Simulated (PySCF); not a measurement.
Z-matrix (Å, degrees):
```
Ga
O 1 1.7657
H 2 0.9609 1 112.54
O 1 1.7723 2 119.69 3 0.00
H 4 0.9601 1 113.64 2 -180.00
Cl 1 2.1215 2 119.03 3 -180.00
```
Charge 0, spin multiplicity 1.

Question: What LUMO, dipole moment and HOMO does PBE0-D4/def2-TZVP run with PySCF give?

Answer: 
```
Property          Value
-------------  --------
LUMO           -1.20 eV
dipole moment    1.62 D
HOMO           -9.23 eV
```
